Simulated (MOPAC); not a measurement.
MOPAC input (PM3):

```
PM3 PRECISE GNORM=0.05 LET XYZ UHF MS=0.5 GEO-OK AUX(PRECISION=9) THREADS=1
CH5O2Si

C    -1.68707300 1   -0.34091900 1    0.21306800 1
Si    0.03570000 1    0.08483600 1   -0.39600800 1
O     0.69916900 1    1.36508800 1    0.43465100 1
O     0.95902600 1   -1.23673500 1   -0.03430800 1
H    -2.38230300 1    0.47941600 1    0.03098200 1
H    -1.64289400 1   -0.53486800 1    1.28853400 1
H    -2.06203800 1   -1.23317300 1   -0.28968400 1
H     0.53036200 1    2.24817100 1    0.09622300 1
H     1.91396200 1   -1.12856300 1   -0.06308700 1
```

From the output:

```
                                                       MOPAC v23.2.5 Linux

          FINAL HEAT OF FORMATION =       -146.06521 KCAL/MOL =    -611.13683 KJ/MOL

          COSMO AREA              =        109.43 SQUARE ANGSTROMS
          COSMO VOLUME            =         96.49 CUBIC ANGSTROMS

          GRADIENT NORM           =          0.04318          =       0.01439 PER ATOM
          IONIZATION POTENTIAL    =          7.001344 EV
          ALPHA SOMO LUMO (EV)    =         -7.001  1.254
          BETA  SOMO LUMO (EV)    =        -10.754 -0.740
          NO. OF ALPHA ELECTRONS  =         13
          NO. OF BETA  ELECTRONS  =         12
          MOLECULAR WEIGHT        =         77.1348         POINT GROUP:  C1

          MOLECULAR DIMENSIONS (Angstroms)

            Atom       Atom       Distance
            H     9    H     5     4.64464
            H     8    H     7     4.11100
           Si     2    H     6     1.75774

          SCF CALCULATIONS        =         72

   ATOM   CHEMICAL          X               Y               Z
  NUMBER   SYMBOL      (ANGSTROMS)     (ANGSTROMS)     (ANGSTROMS)

     1       C         -1.72279546  *  -0.31553990  *   0.20230122  *
     2      Si          0.02096395  *   0.04850803  *  -0.34264320  *
     3       O          0.76976886  *   1.38395588  *   0.35100595  *
     4       O          1.02903764  *  -1.25344484  *  -0.03482960  *
     5       H         -2.39426344  *   0.51602630  *  -0.03439681  *
     6       H         -1.78642636  *  -0.49765672  *   1.28074128  *
     7       H         -2.10821621  *  -1.20646643  *  -0.30497053  *
     8       H          0.32860481  *   2.21772427  *   0.32822930  *
     9       H          1.95826824  *  -1.10308633  *  -0.11582940  *

                             CARTESIAN COORDINATES

   1    C       -1.722795464    -0.315539905     0.202301217
   2   Si        0.020963952     0.048508028    -0.342643202
   3    O        0.769768861     1.383955878     0.351005950
   4    O        1.029037639    -1.253444843    -0.034829595
   5    H       -2.394263444     0.516026297    -0.034396814
   6    H       -1.786426362    -0.497656722     1.280741284
   7    H       -2.108216209    -1.206466428    -0.304970532
   8    H        0.328604808     2.217724272     0.328229297
   9    H        1.958268240    -1.103086328    -0.115829397

           Empirical Formula: C H5 O2 Si  =     9 atoms

      MOLECULAR POINT GROUP   :   C1

          ALPHA EIGENVALUES
 -35.81633 -35.52883 -28.83541 -17.07095 -16.55957 -14.23310 -14.02406 -13.40274
 -12.87415 -12.33614 -11.91631 -10.96319  -7.00134   1.25435   1.31463   1.72936
   4.56289   4.63072   4.71670   5.38863   5.67967

           BETA EIGENVALUES
 -35.78687 -35.48499 -28.72327 -17.01476 -16.49074 -13.99085 -13.62489 -13.24663
 -12.55092 -11.92345 -11.49368 -10.75423  -0.74026   1.61538   1.95197   2.25599
   4.60147   4.72109   4.75803   5.42041   5.71856

              NET ATOMIC CHARGES AND DIPOLE CONTRIBUTIONS

  ATOM NO.   TYPE          CHARGE      No. of ELECS.   s-Pop       p-Pop
    1          C          -0.294771        4.2948     1.16114     3.13363
    2         Si           0.654015        3.3460     1.14361     2.20237
    3          O          -0.492702        6.4927     1.75628     4.73642
    4          O          -0.458761        6.4588     1.75288     4.70588
    5          H           0.052369        0.9476     0.94763
    6          H           0.056435        0.9436     0.94357
    7          H           0.063773        0.9362     0.93623
    8          H           0.209437        0.7906     0.79056
    9          H           0.210206        0.7898     0.78979
 DIPOLE           X         Y         Z       TOTAL
 POINT-CHG.    -1.009     0.829    -1.658     2.110
 HYBRID         0.226     0.362     1.459     1.520
 SUM           -0.783     1.191    -0.199     1.439

          ATOMIC ORBITAL ELECTRON POPULATIONS

     Atom    s        px        py        pz
    1  C   1.16114   1.08092   1.02933   1.02338
    2 Si   1.14361   0.73797   0.60157   0.86283
    3  O   1.75628   1.64648   1.27210   1.81784
    4  O   1.75288   1.23836   1.60015   1.86737
    5  H   0.94763
    6  H   0.94357
    7  H   0.93623
    8  H   0.79056
    9  H   0.78979

                    (SZ)    =    0.500000
                    (S**2)  =    0.755710

          ATOMIC ORBITAL SPIN POPULATIONS

    Atom   Total    s     px     py     pz
         Atomic
    1  C  0.0713  0.011  0.041  0.008  0.011
    2 Si  0.7474  0.221  0.004  0.016  0.507
    3  O  0.0928 -0.002 -0.008 -0.004  0.107
    4  O  0.0847 -0.002  0.002  0.000  0.085
    5  H -0.0055 -0.005
    6  H  0.0223  0.022
    7  H -0.0052 -0.005
    8  H -0.0034 -0.003
    9  H -0.0044 -0.004

 **********************
 *                    *
 * JOB ENDED NORMALLY *
 *                    *
 **********************

 == MOPAC DONE ==
```

The geometry given is a B3LYP-D3(BJ)/def2-TZVP minimum.
